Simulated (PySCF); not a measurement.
Input of a run (PBE0-D3(BJ)/def2-SVP geometry optimisation, gas phase (PySCF 2.14.0)), started from a GFN2-xTB structure with every atom displaced at random (by about 0.01 Å):
```
{"job": {"xc": "PBE0", "basis": "def2-SVP", "d3": "d3bj", "grid": 1, "shake": 0.01, "kind": "geom"}, "charge": 0, "multiplicity": 1}
O     -2.106150    -0.322800    -0.930620
Si    -1.883050     0.777720     0.261150
Si     0.350240     0.768010     0.783340
B      1.345780    -0.629440    -0.252700
O      2.641110    -0.766250    -0.505730
O      0.513530    -1.577000    -0.815820
H     -1.490380    -1.010250    -1.063690
H     -2.726610     0.410360     1.386280
H     -2.410180     2.023930    -0.293240
H      0.566980     0.571800     2.253070
H      1.000480     2.087660     0.602540
H      3.240460    -0.110720    -0.110540
H      0.963600    -2.239900    -1.324360
```

Output (energies in Eh, forces in Eh/bohr):
```
step   0  E = -832.96228853  max force = 0.034646
step   1  E = -832.97089088  max force = 0.016115
step   2  E = -832.97155848  max force = 0.005556
step   3  E = -832.97168350  max force = 0.001498
step   4  E = -832.97170694  max force = 0.000816
step   5  E = -832.97171375  max force = 0.000359
optimisation converged
```

Summarise the run.

The energy falls by 5.9 kcal/mol over 6 energy and gradient evaluations, the largest force component goes from 0.0346 to 3.6e-04 Eh/bohr, and the atoms move by 0.077 Å rms after alignment. The bond that changes most is Si2–Si3 (oxygen-bound silicon to SiH2 silicon), which lengthens by 0.069 Å. Bonds longer at the end by more than 0.005 Å: 9 of 12; shorter: 2. Among the angles that change most is H10–Si3–H11, from 99.9° to 106.7°. The energy never rose by more than 1e-6 Eh on the way. The first step brought 91 % of the lowering.

What are the final bond lengths?

O1–Si2 1.666 Å, Si2–Si3 2.363 Å, Si3–B4 2.044 Å, B4–O5 1.358 Å, B4–O6 1.369 Å, O1–H7 0.970 Å, Si2–H8 1.498 Å, Si2–H9 1.493 Å, Si3–H10 1.501 Å, Si3–H11 1.501 Å, O5–H12 0.961 Å, O6–H13 0.968 Å. Numbering counts from 1 in the input's order; the species is `O[SiH2][SiH2]B(O)O`.

The run used 127 basis functions and 42 SCF cycles in all. Hardware: one thread, Arm Neoverse V1 (aarch64), shared host. Cost: 37 s wall, 0.53 GiB resident at most.

Stationary, but not proved a minimum. The numbers are those of one conformer.
